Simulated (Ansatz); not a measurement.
`[CH3][InH][Cl]` + `C=C(F)CCl` → `C=[C](F)[InH][CH3]` + `ClCCl`  (formal exchange of groups at the In–Cl bond)

Gas-phase electronic energies from Ansatz, PBE0-D4/def2-TZVP geometries. CCSD(T)/CBS is the MP2 limit (def2-TZVPP, def2-QZVPP) plus CCSD(T) − MP2 in def2-TZVPP, frozen cores. This one scheme is used for every species. DFT in def2-TZVPP. B3LYP here is the variant with VWN-RPA as its local correlation; programs differ in this. def2 core potentials past Kr. For In outer-core shells are correlated without core-valence functions, which leaves a few kJ/mol of doubt a bond. Each species was taken in one conformer, which may not be the lowest.

Question: Is it downhill or uphill in electronic energy at CCSD(T)/CBS, and by how much? (An estimate is asked.)

Answer: Ansatz gave: Uphill: ΔE = +200.1 kJ/mol.

Question: What do these levels give: LDA (SPW92), BLYP-D4, PBE0-D4, B3LYP-D4, r2SCAN0-D4, CAM-B3LYP-D4, B2PLYP, PBE-QIDH, B3LYP, r2SCANh, r2SCAN0, HF/def2-QZVPP? (Estimate.)

Answer: Computed: LDA (SPW92) 198.2, BLYP-D4 192.4, PBE0-D4 202.9, B3LYP-D4 201.4, r2SCAN0-D4 211.7, CAM-B3LYP-D4 204.1, B2PLYP 201.6, PBE-QIDH 206.9, B3LYP 201.3, r2SCANh 208.6, r2SCAN0 211.5, HF/def2-QZVPP 224.6 kJ/mol.

Largest T1 diagnostic among the species: 0.013.

From r2SCAN to r2SCAN0 (25 % exact exchange), in def2-TZVPP and without D4, ΔE moves by +5.1 kJ/mol. At CCSD(T), def2-SVP lies +13.5 kJ/mol from the extrapolated value and def2-TZVPP −2.4 kJ/mol. In def2-TZVPP, CCSD(T) changes the Hartree–Fock value by −27.0 kJ/mol (the triples alone add −4.2 kJ/mol) and MP2 by −23.9 kJ/mol.
